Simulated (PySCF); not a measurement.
# Spin-rotation constants: SMILES C#CC[Se-], [C$_{3}$H$_{3}$Se]-, charge -1

Geometry (Å), atoms numbered from 1 in this order:
```xyz
7

C     1.683   -0.458    0.089
C     0.505   -0.249    0.023
C    -0.892    0.052   -0.058
Se   -1.264    2.000   -0.027
H     2.715   -0.641    0.147
H    -1.430   -0.375    0.792
H    -1.313   -0.324   -0.994
```

Total charge -1.

The calculation used PySCF, GIAO PBE/aug-pcSseg-1 magnetisability, rotational g tensor and spin-rotation constants, non-relativistic, gas phase. Geometry: GFN2-xTB.

The calculation is non-relativistic, which matters for the atoms heavier than Zn. For an ion the centre-of-mass motion in the field is neglected. The highest occupied orbital is unbound at this level, so the values depend on the basis.

(1) Give the nuclear spin-rotation constants along the inertial axes (H = +C I·J) beside the isotropic shieldings.

(2) How do the rotational constants and the g tensor change when H5, H6, H7 are replaced by deuterium?

Results:

(1) Rotational constants 20.8622, 2.1396, 1.9650 GHz. A star marks the isotopologue with that one atom substituted, in its own axes.
```tsv
atom	isotope	Caa (kHz)	Cbb (kHz)	Ccc (kHz)	mean (kHz)	σ (ppm)
H5	1H	-0.479	-0.107	-0.204	-0.264	30.7
H6	1H	-2.031	-0.061	0.053	-0.680	27.6
H7	1H	-2.029	-0.062	0.054	-0.679	27.6
C1	13C*	3.012	0.503	0.525	1.347	120.3
C2	13C*	3.157	0.542	0.887	1.529	76.2
C3	13C*	2.900	0.274	0.302	1.159	171.3
Se4	77Se*	14.879	3.972	5.699	8.183	1453.0
```
For the geometry as given, no vibrational averaging.

(2) Constants 15.6726, 1.9989, 1.8139 GHz; g -0.0491, -0.0249, -0.0287, against -0.0637, -0.0267, -0.0309 before.
